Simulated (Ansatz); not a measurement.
Input for Ansatz (a program for electronic structure): R-CCSD(T)/cc-pVDZ on CHN (SMILES C#N).

Ansatz 0.2 input:
```yaml
crystal:
  periodic: [false, false, false]
  atoms:
    - {symbol: H, position_ang: [0.00000000, -0.00000000, -1.09323492]}
    - {symbol: C, position_ang: [-0.00000000, 0.00000000, -0.02646935]}
    - {symbol: N, position_ang: [0.00000000, -0.00000000, 1.11970428]}
basis:
  gaussian:
    orbitals: cc-pVDZ
magnetization: {spin_polarized: false}
correlation: {method: ccsd_t, electrons: outside_noble_gas}
scf: {lower_state_search: off}
```

Output:

```
WARN ansatz: RAYON_NUM_THREADS=1 ignored (pool sized by the plan → 1); use --threads N
Functional definition: HF
these checks for a lower state are left out or cut short: stability, starts, cluster_reference, orbital_swaps, neighbouring_geometries, increment
integrals: 0.01 GiB planned
313 factors; integrals over basis functions are off by at most 1.3e-3 eV
mean field: 0.05 GiB planned
mean field evaluation 1: about -2525.7552 eV, gradient 2.6e1 eV
mean field evaluation 2: about -2525.7572 eV, gradient 2.6e1 eV
mean field evaluation 4: about -2527.4721 eV, gradient 2.3e0 eV
mean field evaluation 8: about -2527.4978 eV, gradient 1.1e-4 eV
mean field -2527.49777796 eV, -92.8838301406 hartree, gradient 1.9e-6 eV, S^2 0.000000; 0 other end points of the search recorded, 0 dependent functions left out
2 core orbitals not correlated
reference -2527.49777796 eV, -92.8838301406 hartree; 5, 5 occupied and 26, 26 virtual orbitals, 313 factors
second order -7.69070964 eV of doubles, -0.00000000 eV of singles
coupled cluster: 0.05 GiB planned
cycle   1  -7.60032891 eV  change    9.0e-2 eV  update   7.4e-2
cycle   2  -7.87286298 eV  change   -2.7e-1 eV  update   2.3e-2
cycle   3  -7.93856953 eV  change   -6.6e-2 eV  update   1.1e-2
cycle   4  -7.94246633 eV  change   -3.9e-3 eV  update   3.1e-3
cycle   5  -7.94567596 eV  change   -3.2e-3 eV  update   1.1e-3
cycle   6  -7.94582822 eV  change   -1.5e-4 eV  update   2.3e-4
cycle   7  -7.94589101 eV  change   -6.3e-5 eV  update   4.6e-5
cycle   8  -7.94591241 eV  change   -2.1e-5 eV  update   1.3e-5
cycle   9  -7.94590806 eV  change    4.4e-6 eV  update   3.7e-6
perturbative correction -0.31757592 eV, -0.0116706998 hartree
Total energy: -2535.76126194 eV, -93.1875075754 hartree
Checks for a lower state left out: stability, starts, cluster_reference, orbital_swaps, neighbouring_geometries, increment
```

Self-consistency was reached.

Cost: around 0.29 core-seconds (rough).
